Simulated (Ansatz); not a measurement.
Born–Oppenheimer molecular dynamics of ClFH₆N₂Zr (11 atoms, charge 0, multiplicity 1). It starts at the highest image of a converged band, a first-order saddle point between two minima.

Level of theory: RHF/def2-SVP in Ansatz.

```yaml
ensemble: NVE (velocity Verlet)
time_step: 0.5 fs
steps_asked: 200
starting_velocities_drawn_for: 300 K
seed: 3550
```

Frames 0.5 fs apart, positions in Å, forces in eV/Å.

Velocities at 40 fs (Å/ps):

```
Zr 0.68 2.81 3.89
Cl -0.20 -3.38 -7.10
F 0.49 -1.94 -3.35
N -0.38 1.34 -5.57
H -8.15 -8.08 -15.11
H 10.35 0.31 13.40
N 0.42 -0.15 3.78
H -9.91 10.44 -3.59
H 10.63 -9.61 9.56
H -17.65 -41.36 -5.36
H -49.69 -66.70 -13.14
```

```xyz
11
Properties=species:S:1:pos:R:3:forces:R:3 time_fs=40 energy_less_start_eV=-0.464 T=698
Zr -0.480 -0.162 0.070 1.16 1.76 3.61
Cl -0.209 1.263 2.630 -0.63 -1.27 -1.86
F 1.339 -0.671 0.243 0.28 -0.06 -0.28
N -1.021 1.521 -0.828 -0.20 0.73 -0.58
H -1.129 1.812 -1.787 -0.03 -0.11 0.09
H -1.050 2.346 -0.240 0.08 -0.13 -0.07
N -0.993 -1.620 -1.145 -0.61 -0.76 -1.02
H -1.675 -1.523 -1.885 0.00 -0.24 0.14
H -0.469 -2.470 -1.279 -0.11 -0.02 -0.04
H -2.207 -1.961 1.589 0.05 0.13 0.03
H -2.073 -1.449 2.124 0.01 -0.02 -0.03
11
Properties=species:S:1:pos:R:3:forces:R:3 time_fs=40.5 energy_less_start_eV=-0.472 T=705
Zr -0.480 -0.160 0.072 1.15 1.77 3.54
Cl -0.209 1.262 2.626 -0.63 -1.27 -1.86
F 1.340 -0.672 0.241 0.28 -0.05 -0.27
N -1.022 1.522 -0.831 -0.20 0.82 -0.54
H -1.133 1.808 -1.794 -0.01 -0.10 0.29
H -1.045 2.346 -0.233 0.07 -0.27 -0.27
N -0.993 -1.620 -1.143 -0.65 -0.91 -1.20
H -1.679 -1.518 -1.886 0.23 -0.31 0.35
H -0.464 -2.474 -1.274 -0.29 0.23 -0.04
H -2.215 -1.982 1.587 -0.04 -0.25 -0.36
H -2.098 -1.483 2.117 0.10 0.35 0.37
11
Properties=species:S:1:pos:R:3:forces:R:3 time_fs=41 energy_less_start_eV=-0.471 T=705
Zr -0.480 -0.159 0.074 1.13 1.77 3.46
Cl -0.210 1.260 2.623 -0.63 -1.27 -1.86
F 1.340 -0.673 0.240 0.28 -0.05 -0.27
N -1.022 1.523 -0.834 -0.18 0.86 -0.49
H -1.137 1.804 -1.801 0.00 -0.07 0.44
H -1.040 2.345 -0.227 0.06 -0.37 -0.44
N -0.993 -1.621 -1.141 -0.67 -1.02 -1.31
H -1.684 -1.514 -1.887 0.41 -0.37 0.51
H -0.459 -2.479 -1.270 -0.44 0.43 -0.04
H -2.224 -2.003 1.583 -0.11 -0.58 -0.72
H -2.122 -1.515 2.111 0.16 0.68 0.73
11
Properties=species:S:1:pos:R:3:forces:R:3 time_fs=41.5 energy_less_start_eV=-0.472 T=707
Zr -0.479 -0.157 0.077 1.12 1.77 3.37
Cl -0.210 1.258 2.619 -0.63 -1.27 -1.86
F 1.340 -0.673 0.238 0.27 -0.04 -0.26
N -1.022 1.524 -0.837 -0.16 0.83 -0.42
H -1.141 1.799 -1.807 0.01 -0.03 0.54
H -1.034 2.344 -0.223 0.04 -0.42 -0.57
N -0.993 -1.621 -1.140 -0.66 -1.07 -1.36
H -1.687 -1.511 -1.887 0.52 -0.42 0.61
H -0.456 -2.482 -1.265 -0.56 0.58 -0.05
H -2.233 -2.025 1.578 -0.13 -0.78 -0.94
H -2.147 -1.546 2.107 0.17 0.87 0.96
11
Properties=species:S:1:pos:R:3:forces:R:3 time_fs=42 energy_less_start_eV=-0.485 T=718
Zr -0.479 -0.155 0.079 1.10 1.76 3.27
Cl -0.210 1.256 2.615 -0.64 -1.27 -1.86
F 1.341 -0.674 0.236 0.26 -0.03 -0.26
N -1.022 1.525 -0.840 -0.13 0.73 -0.33
H -1.145 1.794 -1.811 0.02 0.02 0.57
H -1.028 2.341 -0.219 0.02 -0.42 -0.65
N -0.993 -1.622 -1.139 -0.64 -1.06 -1.31
H -1.690 -1.508 -1.885 0.57 -0.46 0.63
H -0.454 -2.484 -1.261 -0.62 0.64 -0.07
H -2.243 -2.050 1.570 -0.11 -0.78 -0.96
H -2.170 -1.575 2.106 0.15 0.86 0.97
11
Properties=species:S:1:pos:R:3:forces:R:3 time_fs=42.5 energy_less_start_eV=-0.511 T=740
Zr -0.478 -0.154 0.081 1.08 1.75 3.16
Cl -0.210 1.254 2.611 -0.64 -1.27 -1.86
F 1.341 -0.675 0.234 0.25 -0.03 -0.25
N -1.023 1.526 -0.844 -0.08 0.56 -0.23
H -1.150 1.790 -1.814 0.01 0.08 0.55
H -1.023 2.338 -0.217 0.00 -0.35 -0.69
N -0.994 -1.623 -1.138 -0.59 -0.97 -1.19
H -1.690 -1.507 -1.881 0.54 -0.48 0.59
H -0.453 -2.484 -1.256 -0.62 0.63 -0.10
H -2.252 -2.076 1.560 -0.06 -0.59 -0.75
H -2.194 -1.602 2.106 0.10 0.67 0.77
11
Properties=species:S:1:pos:R:3:forces:R:3 time_fs=43 energy_less_start_eV=-0.543 T=767
Zr -0.478 -0.152 0.084 1.06 1.73 3.05
Cl -0.211 1.252 2.606 -0.64 -1.27 -1.86
F 1.342 -0.676 0.233 0.24 -0.02 -0.25
N -1.023 1.528 -0.847 -0.04 0.33 -0.11
H -1.154 1.786 -1.816 0.01 0.15 0.46
H -1.017 2.333 -0.217 -0.01 -0.23 -0.67
N -0.994 -1.623 -1.137 -0.53 -0.82 -0.99
H -1.690 -1.507 -1.877 0.45 -0.48 0.47
H -0.454 -2.483 -1.252 -0.58 0.54 -0.13
H -2.262 -2.103 1.549 -0.01 -0.27 -0.38
H -2.217 -1.627 2.109 0.05 0.35 0.41
11
Properties=species:S:1:pos:R:3:forces:R:3 time_fs=43.5 energy_less_start_eV=-0.573 T=793
Zr -0.477 -0.150 0.086 1.04 1.70 2.94
Cl -0.211 1.249 2.602 -0.64 -1.27 -1.85
F 1.342 -0.677 0.231 0.22 -0.01 -0.24
N -1.023 1.529 -0.850 0.02 0.04 0.00
H -1.158 1.781 -1.816 -0.01 0.22 0.32
H -1.011 2.328 -0.218 -0.03 -0.07 -0.61
N -0.995 -1.625 -1.137 -0.45 -0.61 -0.72
H -1.688 -1.508 -1.871 0.29 -0.46 0.30
H -0.456 -2.481 -1.249 -0.48 0.38 -0.16
H -2.272 -2.132 1.536 0.02 0.09 0.04
H -2.240 -1.651 2.112 0.02 -0.02 -0.02
11
Properties=species:S:1:pos:R:3:forces:R:3 time_fs=44 energy_less_start_eV=-0.594 T=811
Zr -0.477 -0.149 0.089 1.02 1.67 2.82
Cl -0.212 1.247 2.598 -0.64 -1.27 -1.85
F 1.343 -0.678 0.229 0.21 0.00 -0.24
N -1.024 1.530 -0.853 0.07 -0.28 0.12
H -1.162 1.778 -1.816 -0.03 0.29 0.15
H -1.005 2.323 -0.221 -0.04 0.13 -0.51
N -0.995 -1.626 -1.137 -0.37 -0.35 -0.40
H -1.686 -1.510 -1.864 0.09 -0.43 0.08
H -0.459 -2.477 -1.245 -0.34 0.15 -0.19
H -2.282 -2.160 1.524 0.03 0.42 0.44
H -2.263 -1.676 2.116 0.01 -0.34 -0.42
11
Properties=species:S:1:pos:R:3:forces:R:3 time_fs=44.5 energy_less_start_eV=-0.607 T=822
Zr -0.476 -0.147 0.091 1.00 1.64 2.70
Cl -0.212 1.245 2.593 -0.63 -1.27 -1.85
F 1.343 -0.679 0.227 0.19 0.01 -0.24
N -1.024 1.532 -0.856 0.13 -0.61 0.22
H -1.166 1.775 -1.816 -0.06 0.36 -0.04
H -1.000 2.318 -0.225 -0.05 0.35 -0.38
N -0.996 -1.627 -1.136 -0.28 -0.06 -0.05
H -1.684 -1.514 -1.857 -0.15 -0.39 -0.17
H -0.464 -2.474 -1.242 -0.17 -0.10 -0.23
H -2.292 -2.187 1.513 0.02 0.66 0.76
H -2.286 -1.701 2.118 0.01 -0.58 -0.73
11
Properties=species:S:1:pos:R:3:forces:R:3 time_fs=45 energy_less_start_eV=-0.615 T=830
Zr -0.476 -0.145 0.094 0.98 1.61 2.57
Cl -0.212 1.242 2.588 -0.63 -1.26 -1.84
F 1.344 -0.680 0.225 0.17 0.02 -0.23
N -1.024 1.533 -0.859 0.17 -0.92 0.30
H -1.170 1.773 -1.815 -0.08 0.41 -0.21
H -0.994 2.314 -0.229 -0.06 0.56 -0.25
N -0.996 -1.629 -1.136 -0.20 0.23 0.28
H -1.681 -1.518 -1.851 -0.38 -0.35 -0.40
H -0.468 -2.470 -1.240 0.01 -0.37 -0.25
H -2.301 -2.212 1.503 0.00 0.79 0.95
H -2.309 -1.728 2.119 0.03 -0.72 -0.92
11
Properties=species:S:1:pos:R:3:forces:R:3 time_fs=45.5 energy_less_start_eV=-0.627 T=840
Zr -0.475 -0.143 0.097 0.96 1.57 2.45
Cl -0.213 1.240 2.583 -0.63 -1.26 -1.84
F 1.344 -0.681 0.223 0.15 0.03 -0.23
N -1.025 1.534 -0.863 0.21 -1.17 0.36
H -1.175 1.772 -1.815 -0.10 0.45 -0.34
H -0.989 2.312 -0.235 -0.06 0.74 -0.13
N -0.997 -1.630 -1.135 -0.15 0.50 0.56
H -1.680 -1.523 -1.845 -0.58 -0.30 -0.60
H -0.473 -2.467 -1.238 0.17 -0.61 -0.27
H -2.311 -2.236 1.496 -0.03 0.82 1.00
H -2.332 -1.756 2.117 0.05 -0.75 -0.97
```

Of the whole run (100 fs, mean temperature of the second half 1330 K): The conserved energy stayed within 0.14 meV per atom of its start (net change 0.084 meV per atom), so the integration is sound. The kinetic energy rose, since the run started high on the potential surface and went downhill. It ends in pieces (ClFH4N2Zr + H2), so much of that is their flight and rotation, not heat. A run of 0.1 ps of so small a system gives no equilibrium averages. The orbitals stay closed-shell, which can raise the energy where a bond breaks towards radicals; this wasn't checked here.

Run time: 8.2 min on 2 threads of Intel(R) Xeon(R) Platinum 8488C (Sapphire Rapids), with other jobs on the host, peak memory 0.29 GiB.
